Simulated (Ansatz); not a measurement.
Mo₅Se₉, 14 atoms. Hardware: 2 threads of AMD EPYC 7R13 on a shared host and a share (18 GiB) of an NVIDIA H100 80GB HBM3.

In the def2 sets Mo takes a core potential; there is no spin–orbit coupling. Correlated methods freeze 81 core orbitals; core or outer-core shells of Mo, Se are correlated, in sets that lack core-valence functions. Single mean-field runs in def2-SVP, def2-TZVP are fitted with def2-universal-jkfit.

(1) How many basis functions does each of these Ansatz runs have, and roughly what does it cost? PBE-D4/def2-TZVP, charge 0 singlet, energy and forces, from earlier orbitals; r2SCAN-D4/def2-TZVP, charge 0 singlet, energy, from earlier orbitals; PBE0-D4/def2-TZVP, charge 0 singlet, energy, from earlier orbitals; PBE0-D4/def2-SVP, charge 0 singlet, energy, from earlier orbitals; revPBE-D4/def2-TZVP, charge 0 singlet, energy, from earlier orbitals; MP2/def2-SVP, charge 0 singlet, energy, from earlier orbitals; PBE-D4/def2-SVP, charge 0 singlet, relaxation, 25 steps; PBE-D4/def2-SVP, charge 0 singlet, energy, from earlier orbitals; RPA@PBE/def2-SVP, charge 0 singlet, energy, from earlier orbitals.

## Answers

(1) Other jobs shared the machine, so times can vary by a factor of up to 3.

```
                                                                         run  functions  fitting or Cholesky vectors  wall time  peak host memory (GiB)
            PBE-D4/def2-SVP, charge 0 singlet, energy, from earlier orbitals        443                         3669        5 s                       1
        revPBE-D4/def2-TZVP, charge 0 singlet, energy, from earlier orbitals        632                         3669      7.5 s                     1.1
           PBE0-D4/def2-SVP, charge 0 singlet, energy, from earlier orbitals        443                         3669        8 s                       1
        r2SCAN-D4/def2-TZVP, charge 0 singlet, energy, from earlier orbitals        632                         3669      8.5 s                     1.2
PBE-D4/def2-TZVP, charge 0 singlet, energy and forces, from earlier orbitals        632                         3669      9.5 s                     1.2
          PBE0-D4/def2-TZVP, charge 0 singlet, energy, from earlier orbitals        632                         3669       12 s                     1.1
           RPA@PBE/def2-SVP, charge 0 singlet, energy, from earlier orbitals        443                         4398       15 s                       3
               MP2/def2-SVP, charge 0 singlet, energy, from earlier orbitals        443                         4398       43 s                     1.2
                     PBE-D4/def2-SVP, charge 0 singlet, relaxation, 25 steps        443                         3669    2.3 min                     1.1
```
